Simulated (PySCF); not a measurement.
# I (iodine, neutral) across methods

[Kr] 4d10 5s2 5p4 5d1, one real determinant (an excited configuration). All numbers are calculated (PySCF 2.14, scalar relativity through the core potential, in aug-cc-pwCVDZ-PP with ECP28MDF (6s5p4d1f, 48 functions)).

| method | E (hartree) | mean ε 5p α (eV) | mean ε 5p β (eV) | mean ε 5d α (eV) | Σ⟨r²⟩ (bohr²) | ⟨S²⟩ |
| --- | --- | --- | --- | --- | --- | --- |
| UHF | -294.32937 | -13.692 | -11.302 | -0.972 | 64.58 | 3.760 |
| LDA | -294.9153 | -9.151 | -7.833 | 1.492 | 64.24 | 3.751 |
| M06 | -295.3973 | -10.068 | -8.567 | 0.867 | 64.19 | 3.752 |
| BLYP | -295.2866 | -8.727 | -7.578 | 1.681 | 64.43 | 3.751 |
| MN15 | -294.6084 | -10.882 | -9.307 | 0.685 | 64.06 | 3.753 |
| wB97X-V | -295.3121 | -12.677 | -11.246 | -0.905 | 64.06 | 3.753 |
| PBE0 | -295.3546 | -10.417 | -8.834 | 0.655 | 64.11 | 3.753 |
| PBE | -295.3315 | -9.049 | -7.674 | 1.356 | 64.26 | 3.752 |

Q: Estimate the same row for r2SCAN.

A: E (hartree) = -295.4594; mean ε 5p α (eV) = -9.534; mean ε 5p β (eV) = -7.995; mean ε 5d α (eV) = 1.317; Σ⟨r²⟩ (bohr²) = 64.08; ⟨S²⟩ = 3.754.

⟨L²⟩ = 8.03 against 12 for a pure F term, so this real determinant mixes terms. Energies and moments cover only the electrons outside the core potential. The outer electron is Rydberg-like, and this basis confines it to a smaller radius and binds it less than a complete one would.

The highest occupied level is positive at LDA, M06, BLYP, MN15, PBE0, PBE, r2SCAN: only the finite basis holds that electron, which in a density functional comes from self-interaction.
